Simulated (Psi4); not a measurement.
Cl$_{4}$Te, triplet, geometry from GFN2-xTB (a higher spin typed on purpose: for a closed-shell molecule this is an excited state) (all electrons, no relativity); REVPBE/STO-3G (Psi4).

Psi4 was given this input:
```
memory 2 GB

molecule mol {
0 3
  Te   -0.000000    0.000000   -0.000000
  Cl    1.505291   -1.911034   -0.165390
  Cl    1.914610    1.501592    0.157462
  Cl   -1.505101    1.917131   -0.067694
  Cl   -1.914799   -1.507689    0.075622
}

set basis sto-3g
set reference uks
set scf_type pk
set puream true
set d_convergence 1e-8
set dft_radial_points 99
set dft_spherical_points 590

energy('revpbe')
print_variables()
```

What the program printed (banner, timings and long lists left out):

```
   => Loading Basis Set <=

    Name: STO-3G
    Role: ORBITAL
    Keyword: BASIS

         ---------------------------------------------------------
                                   SCF
               by Justin Turney, Rob Parrish, Andy Simmonett
                          and Daniel G. A. Smith
                              UKS Reference
         ---------------------------------------------------------

  ==> Geometry <==

    Molecular point group: c1
    Full point group: C1

    Geometry (in Angstrom), charge = 0, multiplicity = 3:

       Center              X                  Y                   Z               Mass
    ------------   -----------------  -----------------  -----------------  -----------------
         TE          -0.000000129619     0.000000000000     0.000000000000   129.906222748000
         CL           1.505290870381    -1.911034000000    -0.165390000000    34.968852682000
         CL           1.914609870381     1.501592000000     0.157462000000    34.968852682000
         CL          -1.505101129619     1.917131000000    -0.067694000000    34.968852682000
         CL          -1.914799129619    -1.507689000000     0.075622000000    34.968852682000

  Running in c1 symmetry.

  Rotational constants: A =      0.04045  B =      0.04045  C =      0.02032 [cm^-1]
  Rotational constants: A =   1212.66323  B =   1212.66273  C =    609.11007 [MHz]
  Nuclear repulsion = 1007.399720353746943

  Charge       = 0
  Multiplicity = 3
  Electrons    = 120
  Nalpha       = 61
  Nbeta        = 59

  ==> Algorithm <==

  SCF Algorithm Type is PK.
  DIIS enabled.
  MOM disabled.
  Fractional occupation disabled.
  Guess Type is SAD.
  Energy threshold   = 1.00e-06
  Density threshold  = 1.00e-08
  Integral threshold = 1.00e-12

  ==> Primary Basis <==

  Basis Set: STO-3G
    Blend: STO-3G
    Number of shells: 31
    Number of basis functions: 63
    Number of Cartesian functions: 65
    Spherical Harmonics?: true
    Max angular momentum: 2

  ==> DFT Potential <==

   => LibXC <=

    Version 7.1.2
    S. Lehtola, C. Steigemann, M. J. T. Oliveira, and M. A. L. Marques,  SoftwareX 7, 1–5 (2018) (10.1016/j.softx.2017.11.002)

   => Composite Functional: REVPBE <=

    revPBE GGA Exchange-Correlation Functional

    Y. Zhang and W. Yang, Phys. Rev. Lett. 80, 890, 1998

    Deriv               =              1
    GGA                 =           TRUE
    Meta                =          FALSE

    Exchange Hybrid     =          FALSE
    MP2 Hybrid          =          FALSE

   => Exchange Functionals <=

    1.0000   XC_GGA_X_PBE_R

   => Correlation Functionals <=

    1.0000     XC_GGA_C_PBE

   => LibXC Density Thresholds  <==

    XC_GGA_C_PBE:  1.00E-12
    XC_GGA_X_PBE_R:  1.00E-15

   => Molecular Quadrature <=

    Radial Scheme          =       TREUTLER
    Pruning Scheme         =           NONE
    Nuclear Scheme         =       TREUTLER

    Blocking Scheme        =         OCTREE
    BS radius alpha        =              1
    Pruning alpha          =              1
    Radial Points          =             99
    Spherical Points       =            590
    Total Points           =         254758
    Total Blocks           =           1966
    Max Points             =            256
    Max Functions          =             50
    Weights Tolerance      =       1.00E-15

  ==> Integral Setup <==

  Using in-core PK algorithm.
   Calculation information:
      Number of atoms:                   5
      Number of AO shells:              31
      Number of primitives:             93
      Number of atomic orbitals:        65
      Number of basis functions:        63

      Integral cutoff                 1.00e-12
      Number of threads:                 1

  Performing in-core PK
  Using 4066272 doubles for integral storage.
  We computed 60985 shell quartets total.
  Whereas there are 123256 unique shell quartets.

  ==> DiskJK: Disk-Based J/K Matrices <==

    J tasked:                  Yes
    K tasked:                   No
    wK tasked:                  No
    Schwarz Cutoff:          1E-12

  Minimum eigenvalue in the overlap matrix is 3.2931745666E-01.
  Reciprocal condition number of the overlap matrix is 1.8831146118E-01.
    Using symmetric orthogonalization.

  ==> Pre-Iterations <==

  SCF Guess: Superposition of Atomic Densities via on-the-fly atomic UHF (no occupation information).

   -------------------------
    Irrep   Nso     Nmo
   -------------------------
     A         63      63
   -------------------------
    Total      63      63
   -------------------------

  ==> Iterations <==

                        Total Energy        Delta E     RMS |[F,P]|

   @UKS iter SAD: -8367.59843744596037   -8.36760e+03   0.00000e+00
   @UKS iter   1: -8369.27999368536439   -1.68156e+00   2.47546e-03 DIIS/ADIIS
   @UKS iter   2: -8369.27607793002971    3.91576e-03   1.91263e-03 DIIS/ADIIS
   @UKS iter   3: -8369.29149689148107   -1.54190e-02   9.24126e-04 DIIS/ADIIS
   @UKS iter   4: -8369.29621259083797   -4.71570e-03   1.74118e-05 DIIS
   @UKS iter   5: -8369.29621415459405   -1.56376e-06   1.69929e-06 DIIS
   @UKS iter   6: -8369.29621417305134   -1.84573e-08   6.14520e-07 DIIS
   @UKS iter   7: -8369.29621417144517    1.60617e-09   7.89916e-07 DIIS
   @UKS iter   8: -8369.29621417556336   -4.11819e-09   4.37720e-08 DIIS
   @UKS iter   9: -8369.29621417558155   -1.81899e-11   3.17161e-08 DIIS
   @UKS iter  10: -8369.29621417561248   -3.09228e-11   2.02260e-10 DIIS
  Energy and wave function converged.

  ==> Post-Iterations <==

   Electrons on quadrature grid:
      Nalpha   =   60.9999997772 ; deviation = -2.228e-07
      Nbeta    =   58.9999996992 ; deviation = -3.008e-07
      Ntotal   =  119.9999994763 ; deviation = -5.237e-07

   @Spin Contamination Metric:   3.630561252E-04
   @S^2 Expected:                2.000000000E+00
   @S^2 Observed:                2.000363056E+00
   @S   Expected:                1.000000000E+00
   @S   Observed:                1.000000000E+00

    Orbital Energies [Eh]
    ---------------------

    Alpha Occupied:

[...]
      61A     -0.172222

    Alpha Virtual:

[...]
    Beta Occupied:

[...]
    Beta Virtual:

[...]
      63A     -0.011889

    Final Occupation by Irrep:
              A
    DOCC [    59 ]
    SOCC [     2 ]
    NA   [    61 ]
    NB   [    59 ]

  @UKS Final Energy: -8369.29621417561248

   => Energetics <=

    Nuclear Repulsion Energy =           1007.3997203537469431
    One-Electron Energy =              -13553.9263785486473353
    Two-Electron Energy =                4460.7531688449043941
    DFT Exchange-Correlation Energy =    -283.5227248256167627
    Empirical Dispersion Energy =           0.0000000000000000
    VV10 Nonlocal Energy =                  0.0000000000000000
    Total Energy =                      -8369.2962141756124765

  UHF NO Occupations:
  HONO-2 :   59  A 1.9999092
  HONO-1 :   60  A 1.0000000
  HONO-0 :   61  A 1.0000000
  LUNO+0 :   62  A 0.0000908
  LUNO+1 :   63  A 0.0000908

Computation Completed

Properties will be evaluated at   0.000000,   0.000000,   0.000000 [a0]

Properties computed using the SCF density matrix

 Multipole Moments:

 ------------------------------------------------------------------------------------
     Multipole            Electronic (a.u.)      Nuclear  (a.u.)        Total (a.u.)
 ------------------------------------------------------------------------------------

 L = 1.  Multiply by 2.5417464519 to convert [e a0] to [Debye]
 Dipole X            :         -0.0000041            0.0000027           -0.0000013
 Dipole Y            :         -0.0000001            0.0000000           -0.0000001
 Dipole Z            :          0.0000000            0.0000000            0.0000000
 Magnitude           :                                                    0.0000013

 ------------------------------------------------------------------------------------

  Variable Map:
  ----------------------------------------------------------------------------
[...]
  Array Variable Map:
  ----------------------------------------------------------------------------
[...]
[...]
```
